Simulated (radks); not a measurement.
Values are calculated unless marked as measured or tabulated.
Species: V3+. Configuration: [Ar] 3d2 (the NIST ground configuration).

Level of theory: scalar-relativistic Kohn-Sham, PBE, spin-polarised, spherical densities, point nucleus; open shells are filled with parallel spins first (a radial shooting solver on a logarithmic mesh with Libxc functionals).

Energy parts (hartree):
part                       energy
total                  -947.17284
kinetic                 956.03006
electron-nucleus      -2229.49336
Hartree                 370.57985
exchange-correlation    -44.28939

Orbitals (lengths in bohr, moments of r in powers of bohr):
orbital	occ.	eigenvalue (hartree)	<r^4>
1s up	1	-198.4134	0.00009071
1s down	1	-198.4139	0.00009071
2s up	1	-23.44000	0.02220
2s down	1	-23.41001	0.02209
2p up	3	-19.77954	0.01764
2p down	3	-19.75652	0.01752
3s up	1	-3.85003	1.624
3s down	1	-3.76561	1.639
3p up	3	-2.87562	2.260
3p down	3	-2.79263	2.300
3d up	2	-1.39152	6.171
3d down	0	-1.31273	6.604

The highest occupied level is 3d up at -37.865 eV. For comparison, the ionisation energy in NIST's Atomic Spectra Database is 46.709 eV (measured). In exact Kohn-Sham theory the highest level is minus the ionisation energy, but local and semilocal functionals leave it too shallow, through self-interaction and a potential that decays too fast; potentials with the right tail come closer. Spin moment in Bohr magnetons: 2.
